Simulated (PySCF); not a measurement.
**Polarisability and C₆ of Cu (copper, neutral)**

[Ar] 3d10 4s1, 2S determinant. All numbers are calculated (PySCF 2.14, no relativity, point nucleus, in dyall-av2z (16s12p7d2f, 101 functions)). Coupled (time-dependent) response in atomic units; α is the mean over directions. A double-zeta set is small for polarisabilities.

```json
{"method": "HSE06", "mean α (bohr³)": "45.81", "C₆ (like pair)": "282.8", "S(−4)": "1855"}
```

S(−4) is the Cauchy moment in α(ω) = α(0) + S(−4) ω² + …

Reference α: 46.5 ± 0.5 bohr³ (recommended; Schwerdtfeger and Nagle, table of static dipole polarizabilities (2023 update)). Published C₆: 253.0 (Chu and Dalgarno (2004); Tang, Norbeck and Certain (1976)).

α(iu) at HSE06:

```csv
u (hartree),α(iu) (bohr³)
0,45.81
0.0500,41.66
0.100,33.15
0.200,19.45
0.300,12.47
0.500,6.813
0.750,4.325
1.00,3.187
1.50,2.052
2.00,1.458
3.00,0.8563
5.00,0.4176
```

A single London oscillator, α(iu) = α/(1 + u²/ω²), gives C₆ = (3/4) ω α². Matching the computed C₆ needs ω = 4 × 282.8 / (3 × 45.81²) = 0.180 hartree.
